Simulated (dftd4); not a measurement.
H$_{4}$Si$_{2}$, singlet, geometry from GFN2-xTB; D4 for bp86 (dftd4).

dftd4 was given this input:
```
$ dftd4 mol.xyz --func bp86 --charge 0 --json dftd4.json --noedisp --property

# file mol.xyz
6

Si    -0.28890628     0.94648061     0.77145085
H      0.38260808     2.12232723     0.12965429
Si     0.20732861    -0.80767768    -0.59742707
H      0.99631510    -0.86130348    -1.84096251
H     -1.09168725    -1.38838644    -0.98924045
H      0.85485143    -1.81587820     0.26421584
```

The log (banner, timings and long lists left out):

```
                    ____  _____ _____     ____  _  _
      -------------|  _ \|  ___|_   _|---|  _ \| || |------------
     |             | | | | |_    | | ___ | | | | || |_           |
     |             | |_| |  _|   | ||___|| |_| |__   _|          |
     |             |____/|_|     |_|     |____/   |_|            |
     |             ===================================           |
     |            E. Caldeweyher, S. Ehlert & S. Grimme          |
     |          Mulliken Center for Theoretical Chemistry        |
     |                    University of Bonn                     |
      -----------------------------------------------------------

Rational (Becke-Johnson) damping: bp86-D4-ATM
---------------------
  s6         1.0000
  s8         3.3550
  s9         1.0000
  a1         0.4365
  a2         4.9241
 alp        16.0000
--------------------

Atomic data, radii in Ångström:
------------------------------------------------------
   Z          R(cov)      r4/r2   hardness         EN
------------------------------------------------------
  14 Si       1.3867     2.5839     0.3054     1.9000
   1 H        0.4267     1.0622     0.4726     2.2000
------------------------------------------------------

Atomic reference systems (in atomic units):
----------------------------------------------------------------------------
   Z        #      CN     q+Z       C6(AA)   #      CN     q+Z       C6(AA)
----------------------------------------------------------------------------
  14 Si     1  0.0000 14.0000     321.4498   2  0.8915 14.0165     270.4983
            3  1.8234 13.9936     236.2774   4  2.8003 13.9692     228.3542
            5  3.6668 13.9341     158.2713
   1 H      1  0.0000  1.0000       7.6362   2  0.8942  1.0000       3.0374
----------------------------------------------------------------------------

Atomic properties (in atomic units):
----------------------------------------------------------------------------
     #    Z              CN          q      C6(AA)        C8(AA)   alpha(0)
----------------------------------------------------------------------------
     1   14 Si       1.8586     0.0130    235.1603    16820.2252    31.8175
     2    1 H        0.9067     0.0064      2.9534       35.7014     2.6885
     3   14 Si       3.6967    -0.0798    159.3607    11398.5350    23.3358
     4    1 H        0.9154     0.0202      2.7315       33.0189     2.5850
     5    1 H        0.9147     0.0201      2.7344       33.0547     2.5864
     6    1 H        0.9147     0.0201      2.7344       33.0547     2.5864
----------------------------------------------------------------------------

Molecular properties (in atomic units):
----------------------------------------
 molecular C6                1189.0162
 molecular C8               67036.3446
----------------------------------------

Dispersion energy:      -5.3899789737180E-03 Eh

[Info] JSON dump of results written to 'dftd4.json'
```
